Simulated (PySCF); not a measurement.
# Bond lengths and vibrations by method: BCF2H2

All numbers below are calculated, not measured. The program is PySCF 2.14.0, an open-source quantum chemistry code, run on an isolated molecule that a program drew, which may never have been made. The molecule is BCF2H2 (charge 0, doublet), drawn as the SMILES string `[CH2]B(F)F`.

The geometry was optimised and harmonic frequencies were computed with HF and MP2, all in the cc-pVDZ basis, for the commonest isotopes, with a restricted reference for singlets and an unrestricted one otherwise, and a frozen core in MP2. Each result is a local minimum of its method.

Geometry at the HF minimum:
```xyz
6
BCF2H2, angstrom
C    -1.6702   -0.8059    0.0449
B    -2.4987   -0.1322   -1.0563
F    -3.4306   -0.7881   -1.7306
F    -2.3221    1.1381   -1.3860
H    -0.9081   -0.2681    0.5957
H    -1.8155   -1.8452    0.3135
```

Lengths of the bonds as drawn, in Å (atoms numbered as above):
| bond | HF | MP2 |
|---|---|---|
| C1-B2 | 1.534 | 1.541 |
| B2-F3 | 1.324 | 1.342 |
| B2-F4 | 1.324 | 1.342 |
| C1-H5 | 1.083 | 1.093 |
| C1-H6 | 1.083 | 1.093 |

Rotational constants, in GHz:
```
constant,HF,MP2
A,10.16,9.836
B,9.106,9.014
C,4.801,4.704
```

Harmonic frequencies in cm^-1, each column in rising order, so a row needn't be the same motion in every method:
| rank | HF | MP2 |
|---|---|---|
| 1 | 299 | 286 |
| 2 | 348 | 333 |
| 3 | 511 | 487 |
| 4 | 586 | 568 |
| 5 | 767 | 750 |
| 6 | 848 | 818 |
| 7 | 917 | ? |
| 8 | 1389 | 1338 |
| 9 | 1446 | 1398 |
| 10 | 1560 | 1486 |
| 11 | 3302 | 3226 |
| 12 | 3404 | 3335 |

**Estimate the missing MP2 frequency from the HF column.**

A single factor s that minimises the squared misfit of MP2 against s times HF over the other rows is sum(HF x MP2) / sum(HF^2) = 0.9739, with an rms misfit of 14 cm^-1. For rank 7 it gives 0.9739 x 917 = 893 cm^-1. The calculation gives 865 cm^-1, 28 cm^-1 below the estimate. The drawn bonds are on average 1.0 % longer in MP2 than in HF.
